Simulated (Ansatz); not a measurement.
`C[NH][SnH]([F])[Cl]` + CH₃OH → `C[O][SnH]([F])[Cl]` + CH₃NH₂ at 500 K and 1 bar (ligand exchange at the Sn–N bond).

Program: Ansatz. Geometries: PBE0-D4/def2-TZVP. ΔE: electronic, gas phase. CCSD(T)/CBS is the MP2 limit (def2-TZVPP, def2-QZVPP) plus CCSD(T) − MP2 in def2-TZVPP, frozen cores. This one scheme is used for every species. def2 core potentials past Kr. For Sn outer-core shells are correlated without core-valence functions, which leaves a few kJ/mol of doubt a bond. Each species was taken in one conformer, which may not be the lowest.

| species | CCSD(T)/CBS energy (Eh) | H − E (kJ/mol) | S (J/(mol·K)) |
| --- | --- | --- | --- |
| `C[NH][SnH]([F])[Cl]` | -869.43527 | 218.2 | 452.0 |
| CH₃OH | -115.61712 | 157.0 | 265.4 |
| `C[O][SnH]([F])[Cl]` | -889.30712 | 183.9 | 445.8 |
| CH₃NH₂ | -95.75281 | 191.8 | 270.3 |

H − E and S are ideal-gas, rigid-rotor, harmonic terms from PBE0-D4/def2-TZVP, for one conformer and one mirror image of each species. 1 Eh = 2625.50 kJ/mol, R = 8.31446 J/(mol·K).

**Question.** By hand: ΔE, ΔH, ΔS and ΔG.

**Answer.** ΔE = (-889.30712) + (-95.75281) − (-869.43527) − (-115.61712) = -0.00754 Eh = -19.8 kJ/mol. Δ(H − E) = 183.9 + 191.8 − 218.2 − 157.0 = 0.5, so ΔH = -19.3 kJ/mol. ΔS = 445.8 + 270.3 − 452.0 − 265.4 = -1.3 J/(mol·K). ΔG = -19.3 − 500 × (-1.3)/1000 = -18.7 kJ/mol.

**Question.** By hand: the equilibrium constant, and the temperature at which ΔG would vanish if ΔH and ΔS stayed fixed.

**Answer.** log₁₀ K = −ΔG/(RT ln 10) = 2.0. ΔG = 0 at ΔH/ΔS = 14846 K, far beyond where these terms or the molecules hold.

The number of gas molecules stays the same, so ΔS is small and ΔH decides. A doubt of 5 kJ/mol in ΔE shifts log₁₀ K by 0.5 here. Other conformers and mirror images would add mixing entropy, several J/(mol·K) or more a flexible species. Modes under 60 cm⁻¹, often nearly free rotors, make the harmonic entropy too high. These are equilibria of isolated gas molecules and say nothing of rates. Largest T1 diagnostic: 0.014 (customary marks: 0.02 for closed shells, 0.045 for open ones).
